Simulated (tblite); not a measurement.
Species: C7H11P.
Structure used (GFN2-xTB), in Å, numbered top down from 1:
```xyz
19
C7H11P angstrom
C      3.863    0.495   -0.108
C      2.734    0.362   -0.484
C      1.362    0.199   -0.894
P      0.205    0.483    0.556
C      0.614   -1.048    1.511
C     -1.316   -0.125   -0.279
C     -2.196    0.887   -0.954
C     -2.644    0.245    0.316
H      4.858    0.616    0.201
H      1.117    0.937   -1.664
H      1.203   -0.807   -1.298
H      0.529   -1.940    0.891
H      1.632   -0.962    1.886
H     -0.067   -1.128    2.357
H     -1.236   -1.106   -0.742
H     -1.894    1.924   -0.913
H     -2.683    0.612   -1.878
H     -3.444   -0.481    0.275
H     -2.647    0.846    1.213
```

All values are computed: GFN2-xTB (tblite) harmonic vibrations without scaling, gas phase. Against measured fundamentals such values can be off by several per cent, at times by over 20. One conformer, not necessarily the lowest.

Harmonic wavenumbers (cm⁻¹): 41.2, 55.9, 94.3, 145.5, 171.1, 213.1, 235.9, 295.9, 311.8, 327.9, 390.4, 622.6, 637.5, 662.1, 707.1, 747.6, 784.5, 805.0, 828.7, 874.4, 902.5, 964.4, 992.1, 1007.8, 1030.6, 1068.7, 1069.3, 1086.3, 1100.1, 1152.4, 1178.7, 1217.8, 1317.2, 1330.0, 1399.9, 1436.1, 1442.0, 1452.8, 1481.1, 2286.0, 2903.6, 2932.7, 2971.1, 2981.1, 3012.2, 3014.4, 3077.7, 3079.7, 3080.8, 3097.4, 3398.1.

A = 3953, B = 940.8, C = 822.3 MHz; mass 126.060 u (most abundant isotopes); point group C1, symmetry number 1.

**Question.** Zero-point energy?

**Answer.** Half the sum of the wavenumbers: 33709 cm⁻¹ = 403.24 kJ/mol.

**Question.** Give the ideal-gas entropy at 298.15 K and 1 bar in the rigid-rotor, harmonic-oscillator model (classical rotation).

**Answer.** Translation 169.18, rotation 121.51, vibration 129.49: S = 420.2 J/(mol K).

**Question.** And Cp and H(298.15 K) − H(0)?

**Answer.** Cp = 163.77 J/(mol K), of which vibrations give 130.51 (their classical limit is 51 R = 424.0); H(298.15 K) − H(0) = 29.85 kJ/mol without the zero-point energy, 19.93 from vibrations.

**Question.** Which modes carry the vibrational entropy at 298.15 K?

**Answer.** 41.2 cm⁻¹: 21.76; 55.9 cm⁻¹: 19.23; 94.3 cm⁻¹: 14.93; 145.5 cm⁻¹: 11.42; 171.1 cm⁻¹: 10.14; 213.1 cm⁻¹: 8.44 J/(mol K); the other 45 give 43.57 together.

**Question.** What must be added to the electronic energy to get the Gibbs energy at 298.15 K and 1 bar?

**Answer.** ZPE + [H(298.15 K) − H(0)] − T·S = 403.24 + 29.85 − 125.28 = 307.81 kJ/mol.

**Question.** How do the functions run with temperature in this model?

**Answer.** 
```
T (K)  S (J/(mol K))  Cp (J/(mol K))  H − H(0) (kJ/mol)  G − H(0) (kJ/mol)  ln q(vib)
  150          331.9           102.0              10.28             -39.50       3.46
  250          393.2           142.7              22.47             -75.84       6.23
  400          474.3           205.9              48.72            -141.01      10.26
  600          570.5           268.5              96.58            -245.72      15.50
  900          691.6           327.8             186.74            -435.66      22.84
```

q(vib) and H(0) count from the zero-point level.

Hindered rotation and anharmonicity are outside this model. Other conformers, if any are populated, would add a mixing term that is left out. The structure is chiral; the term R ln 2 for an equal mix with its mirror image is left out.

Hardware: AMD EPYC 9R45, one thread, on a shared host. Cost: 0.42 s. This covers the Hessian and the dipole derivatives.
